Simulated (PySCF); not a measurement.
Highest harmonic wavenumber (cm⁻¹) of eight silicon and germanium compounds: PBE-D3(BJ) beside PBE0-D3(BJ), computed with PySCF for isolated molecules in the bases named; differences from unrounded values. The eight are the first of their class met in an unordered collection, after screening for sound electronic states; none was chosen by its value. Each level has its own optimised geometry.

| molecule | basis | PBE0-D3(BJ) | PBE-D3(BJ) | difference |
|---|---|---|---|---|
| C3H6F2Si, SMILES F[SiH2][C@H]1[C@@H](F)C1 | def2-SVP | 3252 | 3157 | -95 |
| C₂H₁₂Si₄, SMILES [SiH]1([SiH3])C[SiH2][SiH2]C1 | def2-SVP | 3151 | 3066 | -85 |
| C₃H₁₂Si₃, SMILES C([SiH3])([SiH3])([SiH3])C=C | def2-SVP | 3263 | 3171 | -93 |
| CH10O2Si3, SMILES OC[Si](O)([SiH3])[SiH3] | def2-SVP | 3932 | 3765 | -167 |
| CH12N2Si3, SMILES C[Si](N)(N)[SiH2][SiH3] | def2-SVP | 3708 | 3573 | -134 |
| C3H12Si3, SMILES [SiH3]C[C@H]1C[SiH2][SiH2]1 | def2-SVP | 3121 | 3032 | -89 |
| CH₈FNSi₂, SMILES N[SiH2][SiH2]CF | def2-SVP | 3705 | 3561 | -144 |
| C3H6FNSi, SMILES C1C=CN1[SiH2]F | def2-SVP | 3309 | 3220 | -89 |

PBE-D3(BJ) lies below PBE0-D3(BJ) in 8 and above it in 0 of the eight; the mean signed difference is -112 and the largest -167 cm⁻¹.
